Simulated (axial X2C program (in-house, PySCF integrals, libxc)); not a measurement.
Which molecule gave these maps?

PBE0 fields computed with an in-house relativistic program for diatomic molecules, spin-free, near the equilibrium distance, one atom at z = 0.

The maps cover the half plane through the axis: z from -2.4 to 6.0 Å along the bond, ρ from 0.15 to 2.25 Å away from it.

log10 of the density in e/bohr³:

```
 ρ\z  -2.4  -1.8  -1.2  -0.6   0.0   0.6   1.2   1.8   2.4   3.0   3.6   4.2   4.8   5.4   6.0
0.15  -3.0  -2.2  -1.2  -0.2   1.8  -0.2  -1.3  -2.1  -2.2  -1.6   0.3   0.3  -1.6  -2.7  -3.0
0.45  -3.0  -2.3  -1.4  -0.5   0.4  -0.5  -1.4  -2.1  -2.2  -1.8  -0.4  -0.4  -1.9  -2.7  -3.1
0.75  -3.1  -2.5  -1.6  -0.9  -0.5  -0.9  -1.6  -2.2  -2.2  -2.1  -1.3  -1.3  -2.2  -2.8  -3.1
1.05  -3.2  -2.7  -1.9  -1.3  -1.0  -1.3  -1.9  -2.3  -2.3  -2.3  -2.0  -2.1  -2.5  -2.9  -3.2
1.35  -3.4  -2.9  -2.3  -1.7  -1.5  -1.7  -2.2  -2.5  -2.4  -2.4  -2.4  -2.5  -2.7  -3.0  -3.3
1.65  -3.5  -3.1  -2.7  -2.2  -2.0  -2.2  -2.5  -2.6  -2.5  -2.5  -2.5  -2.6  -2.8  -3.1  -3.4
1.95  -3.7  -3.3  -3.0  -2.7  -2.6  -2.7  -2.8  -2.7  -2.7  -2.7  -2.7  -2.8  -3.0  -3.2  -3.5
2.25  -3.8  -3.6  -3.3  -3.1  -3.0  -3.0  -3.0  -2.9  -2.8  -2.8  -2.9  -3.0  -3.1  -3.4  -3.7
```

Electron localisation function (collinear form, no current term, damped to 0 at low density):

```
 ρ\z  -2.4  -1.8  -1.2  -0.6   0.0   0.6   1.2   1.8   2.4   3.0   3.6   4.2   4.8   5.4   6.0
0.15  0.09  0.31  0.80  0.29  0.75  0.29  0.71  0.14  0.49  0.10  0.85  0.85  0.18  0.07  0.71
0.45  0.08  0.26  0.78  0.33  0.70  0.34  0.65  0.13  0.60  0.05  0.81  0.81  0.08  0.11  0.71
0.75  0.07  0.18  0.70  0.72  0.34  0.72  0.49  0.14  0.76  0.04  0.33  0.37  0.03  0.22  0.69
1.05  0.06  0.11  0.52  0.80  0.79  0.78  0.25  0.17  0.88  0.15  0.04  0.04  0.04  0.49  0.62
1.35  0.05  0.07  0.27  0.65  0.74  0.56  0.09  0.24  0.94  0.64  0.09  0.06  0.20  0.74  0.47
1.65  0.03  0.04  0.10  0.30  0.41  0.18  0.05  0.39  0.96  0.94  0.56  0.40  0.67  0.76  0.28
1.95  0.02  0.03  0.04  0.08  0.09  0.04  0.06  0.55  0.96  0.98  0.93  0.86  0.84  0.60  0.12
2.25  0.01  0.02  0.02  0.03  0.03  0.03  0.11  0.65  0.94  0.96  0.95  0.89  0.73  0.32  0.04
```

**Question.** Which molecule is it?
A. NaCs
B. CaPb
C. FrP
D. BeHf

**Answer.** A. NaCs, with Cs at z = 0 and Na at z = 3.897 Å, state M_S = 0, Λ = 0 (closed shell), basis Cs dyall-cv3z [15s15p9d4f1g], Na dyall-cv3z [9s8p5d2f] (cores contracted in-house). One determinant describes the state; a PBE0 search over occupations chose it and may have missed a lower one.
